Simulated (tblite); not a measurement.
Record of a relaxation.

Compound: C₄H₄F₂Se.
Numbering: `[F:1][CH2:2][C:3]1=[C:4]([F:5])[CH2:6][Se:7]1` (hydrogens: H8, H9 on C2; H10, H11 on C6)

Computed with GFN2-xTB (tblite), gas phase: L-BFGS steps from a force-field or distance-geometry start until the largest atomic force falls under 0.01 eV/Å. 12 of its 98 geometries are shown.

Step 0: E = -630.3851 eV, largest atomic force 4.753 eV/Å
```
atom  x, y, z in Å  |  force x, y, z in eV/Å
F1     -2.252   -0.268    1.161   -0.121   0.063  -0.625
C2     -1.820   -0.060   -0.140    0.655  -0.022   0.273
C3     -0.334    0.168   -0.119   -0.116  -1.236   0.327
C4      0.723   -0.609    0.285   -2.022   1.032  -0.500
F5      0.790   -1.863    0.839    0.052   1.575  -0.708
C6      1.771    0.379   -0.057    3.846  -2.387   1.449
Se7     0.712    1.703   -0.708   -2.446   1.104  -0.632
H8     -2.038   -0.955   -0.739   -0.173   0.028   0.264
H9     -2.326    0.814   -0.562   -0.109  -0.035   0.202
H10     2.453   -0.016   -0.834    0.231   0.142   0.453
H11     2.325    0.709    0.848    0.203  -0.264  -0.504
```

Step 9: E = -630.9805 eV, largest atomic force 0.149 eV/Å
```
atom  x, y, z in Å  |  force x, y, z in eV/Å
F1     -2.306   -0.274    1.138   -0.017  -0.013  -0.009
C2     -1.835   -0.079   -0.137    0.016   0.003  -0.004
C3     -0.368    0.148   -0.136   -0.026   0.139  -0.046
C4      0.703   -0.539    0.257   -0.014  -0.020   0.001
F5      0.777   -1.761    0.789    0.062   0.014  -0.008
C6      1.876    0.337   -0.027   -0.008  -0.087   0.036
Se7     0.614    1.713   -0.717    0.056  -0.022   0.012
H8     -2.093   -0.975   -0.715   -0.053   0.020   0.029
H9     -2.346    0.805   -0.539   -0.042  -0.071  -0.004
H10     2.555   -0.041   -0.788    0.019   0.011  -0.033
H11     2.430    0.667    0.849    0.006   0.028   0.025
```

Step 18: E = -630.9832 eV, largest atomic force 0.040 eV/Å
```
atom  x, y, z in Å  |  force x, y, z in eV/Å
F1     -2.305   -0.274    1.140    0.007   0.009   0.001
C2     -1.838   -0.077   -0.137    0.013  -0.003   0.001
C3     -0.369    0.158   -0.140   -0.004   0.035  -0.019
C4      0.700   -0.534    0.253   -0.029  -0.004  -0.008
F5      0.782   -1.756    0.783   -0.006  -0.010  -0.003
C6      1.881    0.332   -0.024   -0.016   0.015  -0.005
Se7     0.629    1.717   -0.716    0.000  -0.014   0.009
H8     -2.099   -0.977   -0.708    0.010  -0.006   0.010
H9     -2.366    0.794   -0.542    0.015  -0.017   0.006
H10     2.560   -0.043   -0.788    0.006   0.001   0.008
H11     2.430    0.664    0.854    0.005  -0.005   0.002
```

Step 26: E = -630.9839 eV, largest atomic force 0.024 eV/Å
```
atom  x, y, z in Å  |  force x, y, z in eV/Å
F1     -2.292   -0.264    1.146   -0.008   0.013  -0.004
C2     -1.836   -0.078   -0.137    0.008   0.002  -0.001
C3     -0.371    0.168   -0.148    0.010   0.009  -0.005
C4      0.695   -0.531    0.244    0.001  -0.010   0.006
F5      0.769   -1.755    0.769   -0.002  -0.024   0.001
C6      1.879    0.332   -0.023    0.008   0.007  -0.003
Se7     0.636    1.724   -0.714   -0.015   0.006   0.001
H8     -2.087   -0.989   -0.694   -0.011   0.000   0.007
H9     -2.375    0.782   -0.548   -0.004  -0.009  -0.002
H10     2.562   -0.044   -0.782    0.010   0.001  -0.012
H11     2.426    0.656    0.860    0.003   0.005   0.011
```

Step 35: E = -630.9847 eV, largest atomic force 0.048 eV/Å
```
atom  x, y, z in Å  |  force x, y, z in eV/Å
F1     -2.287   -0.217    1.155   -0.015  -0.010  -0.002
C2     -1.834   -0.079   -0.135   -0.016   0.001   0.004
C3     -0.369    0.168   -0.154   -0.010   0.026  -0.014
C4      0.695   -0.537    0.232   -0.024  -0.001  -0.003
F5      0.757   -1.771    0.736    0.044  -0.018   0.006
C6      1.880    0.332   -0.019    0.006   0.012  -0.007
Se7     0.637    1.730   -0.697   -0.014   0.027  -0.005
H8     -2.086   -1.009   -0.660    0.002  -0.019   0.026
H9     -2.382    0.761   -0.575    0.031   0.020  -0.016
H10     2.572   -0.026   -0.778    0.000  -0.025  -0.020
H11     2.421    0.651    0.869   -0.004  -0.012   0.032
```

Step 44: E = -630.9901 eV, largest atomic force 0.095 eV/Å
```
atom  x, y, z in Å  |  force x, y, z in eV/Å
F1     -2.301    0.017    1.167    0.017   0.011  -0.087
C2     -1.832   -0.085   -0.127   -0.083  -0.010   0.046
C3     -0.368    0.155   -0.166   -0.052   0.015   0.019
C4      0.704   -0.563    0.167   -0.045  -0.012   0.003
F5      0.790   -1.831    0.573   -0.004  -0.027   0.012
C6      1.875    0.338   -0.007    0.020  -0.009  -0.004
Se7     0.621    1.763   -0.602   -0.002   0.018   0.008
H8     -2.087   -1.099   -0.467    0.052   0.062  -0.001
H9     -2.368    0.669   -0.716    0.026  -0.067   0.022
H10     2.592    0.039   -0.767    0.023   0.006  -0.031
H11     2.380    0.599    0.920    0.049   0.012   0.013
```

Step 53: E = -630.9985 eV, largest atomic force 0.200 eV/Å
```
atom  x, y, z in Å  |  force x, y, z in eV/Å
F1     -2.405    0.472    1.030    0.051  -0.071  -0.180
C2     -1.833   -0.097   -0.091   -0.068  -0.035  -0.008
C3     -0.372    0.164   -0.113    0.011  -0.029  -0.023
C4      0.712   -0.592    0.060   -0.044   0.016   0.017
F5      0.807   -1.914    0.254   -0.010   0.056   0.012
C6      1.877    0.336    0.007   -0.002   0.028   0.012
Se7     0.596    1.823   -0.359    0.033  -0.008   0.059
H8     -2.025   -1.179   -0.038   -0.006   0.147  -0.014
H9     -2.335    0.350   -0.964    0.066  -0.079   0.170
H10     2.610    0.172   -0.780   -0.061  -0.033  -0.031
H11     2.374    0.466    0.967    0.030   0.009  -0.013
```

Step 62: E = -631.0078 eV, largest atomic force 0.070 eV/Å
```
atom  x, y, z in Å  |  force x, y, z in eV/Å
F1     -2.493    0.588    0.903    0.061  -0.016  -0.002
C2     -1.829   -0.104   -0.080    0.018  -0.050  -0.045
C3     -0.374    0.183   -0.061    0.005   0.016   0.039
C4      0.710   -0.581    0.067   -0.035   0.008   0.008
F5      0.796   -1.911    0.194    0.005  -0.014   0.014
C6      1.880    0.337    0.010   -0.021   0.052   0.009
Se7     0.600    1.851   -0.223   -0.015  -0.020   0.000
H8     -1.995   -1.174    0.094   -0.036   0.009   0.041
H9     -2.282    0.197   -1.031   -0.016   0.034  -0.048
H10     2.548    0.195   -0.837    0.007   0.012  -0.013
H11     2.444    0.422    0.937    0.027  -0.031  -0.004
```

Step 71: E = -631.0099 eV, largest atomic force 0.027 eV/Å
```
atom  x, y, z in Å  |  force x, y, z in eV/Å
F1     -2.488    0.607    0.882    0.005  -0.010   0.004
C2     -1.829   -0.110   -0.088   -0.006  -0.004  -0.009
C3     -0.374    0.171   -0.050   -0.003  -0.007  -0.009
C4      0.714   -0.586    0.079    0.001   0.002  -0.006
F5      0.812   -1.916    0.204    0.000   0.003   0.005
C6      1.878    0.342    0.014    0.001   0.005   0.003
Se7     0.586    1.847   -0.197   -0.004   0.003   0.003
H8     -2.019   -1.173    0.102    0.000   0.026   0.008
H9     -2.268    0.193   -1.047    0.007  -0.009   0.004
H10     2.526    0.213   -0.851    0.005   0.001  -0.003
H11     2.467    0.416    0.926   -0.005  -0.010   0.002
```

Step 79: E = -631.0102 eV, largest atomic force 0.020 eV/Å
```
atom  x, y, z in Å  |  force x, y, z in eV/Å
F1     -2.489    0.627    0.866    0.004  -0.008  -0.012
C2     -1.829   -0.111   -0.086    0.001   0.007   0.009
C3     -0.374    0.170   -0.051    0.006   0.012  -0.007
C4      0.715   -0.586    0.070   -0.007  -0.003   0.001
F5      0.813   -1.916    0.192    0.002  -0.009  -0.009
C6      1.878    0.342    0.014   -0.002   0.013  -0.001
Se7     0.584    1.849   -0.179   -0.001  -0.020  -0.002
H8     -2.019   -1.169    0.128   -0.004   0.005   0.004
H9     -2.266    0.169   -1.054    0.002  -0.001   0.006
H10     2.527    0.226   -0.853   -0.007  -0.002   0.010
H11     2.466    0.401    0.928    0.007   0.007   0.001
```

Step 88: E = -631.0110 eV, largest atomic force 0.025 eV/Å
```
atom  x, y, z in Å  |  force x, y, z in eV/Å
F1     -2.505    0.734    0.765    0.000   0.015   0.012
C2     -1.829   -0.116   -0.074    0.007   0.001  -0.004
C3     -0.373    0.162   -0.032   -0.008  -0.005  -0.010
C4      0.720   -0.594    0.040    0.006   0.001   0.024
F5      0.826   -1.929    0.097    0.003   0.005  -0.006
C6      1.877    0.345    0.020   -0.005  -0.008  -0.006
Se7     0.571    1.849   -0.090    0.000   0.010   0.010
H8     -2.036   -1.140    0.256   -0.005  -0.014   0.001
H9     -2.237    0.050   -1.079   -0.002  -0.004  -0.009
H10     2.516    0.275   -0.858    0.014  -0.003  -0.008
H11     2.476    0.366    0.928   -0.011   0.003  -0.003
```

Step 97: E = -631.0118 eV, largest atomic force 0.010 eV/Å
```
atom  x, y, z in Å  |  force x, y, z in eV/Å
F1     -2.502    0.829    0.663   -0.001   0.006   0.003
C2     -1.830   -0.121   -0.063   -0.003   0.003  -0.005
C3     -0.372    0.149   -0.022   -0.002  -0.006   0.005
C4      0.727   -0.602    0.009   -0.003   0.007   0.005
F5      0.843   -1.938    0.003    0.001  -0.001   0.000
C6      1.875    0.348    0.026    0.003  -0.002  -0.003
Se7     0.554    1.844   -0.004    0.004   0.006  -0.001
H8     -2.061   -1.099    0.376   -0.001  -0.004  -0.003
H9     -2.220   -0.064   -1.088    0.005  -0.008   0.003
H10     2.511    0.323   -0.857    0.002   0.005  -0.003
H11     2.479    0.334    0.931   -0.005  -0.006  -0.001
```

Question: Summarise the path.

Answer: The energy falls by 14.45 kcal/mol from step 0 to step 97; nine tenths of that is first reached at step 5. It rises by more than 0.2 meV at steps 43, 87 and 95. The largest force goes from 4.753 to 0.010 eV/Å. Among the bonds C6–Se7 changes most, from 1.816 to 1.996 Å; the atoms move by 0.705 Å rms after alignment.

Question: Follow the three bonds and two angles with the largest change from start to end.

Answer: 
```tsv
step	E above end (kcal/mol)	largest force (eV/Å)	C6–Se7 (Å)	C3=C4 (Å)	C4–F5 (Å)	C4–C6–Se7 (°)	C3–C4–C6 (°)
0	14.45	4.753	1.816	1.373	1.372	99.0	95.7
4	1.84	0.608	2.010	1.330	1.331	89.0	104.7
8	0.77	0.196	1.987	1.332	1.335	88.3	105.7
13	0.67	0.044	1.990	1.334	1.335	88.4	106.0
17	0.66	0.036	1.990	1.334	1.335	88.3	106.2
21	0.65	0.028	1.992	1.334	1.335	88.3	106.1
25	0.64	0.026	1.989	1.333	1.334	88.4	106.2
30	0.64	0.018	1.992	1.333	1.335	88.3	106.1
34	0.63	0.040	1.989	1.333	1.335	88.3	106.1
38	0.60	0.064	1.993	1.334	1.335	88.3	106.2
42	0.52	0.089	1.990	1.334	1.336	88.4	106.0
46	0.48	0.045	1.992	1.333	1.336	88.4	106.2
51	0.39	0.198	1.991	1.333	1.338	88.4	106.1
55	0.23	0.081	1.994	1.332	1.338	88.2	106.1
59	0.14	0.064	1.993	1.332	1.339	88.2	106.4
63	0.07	0.093	1.996	1.332	1.339	88.2	106.3
67	0.05	0.029	1.995	1.331	1.339	88.2	106.3
72	0.04	0.025	1.994	1.332	1.339	88.2	106.2
76	0.04	0.014	1.995	1.331	1.339	88.2	106.3
80	0.04	0.014	1.995	1.331	1.339	88.2	106.3
84	0.03	0.029	1.994	1.331	1.340	88.2	106.2
89	0.02	0.020	1.996	1.331	1.340	88.1	106.2
93	0.01	0.014	1.996	1.331	1.341	88.1	106.1
97	0.00	0.010	1.996	1.331	1.341	88.1	106.1
```

What follows is the cost of the whole relaxation. Time: 0.82 s. Hardware: one thread of an Arm Neoverse N1, shared host.
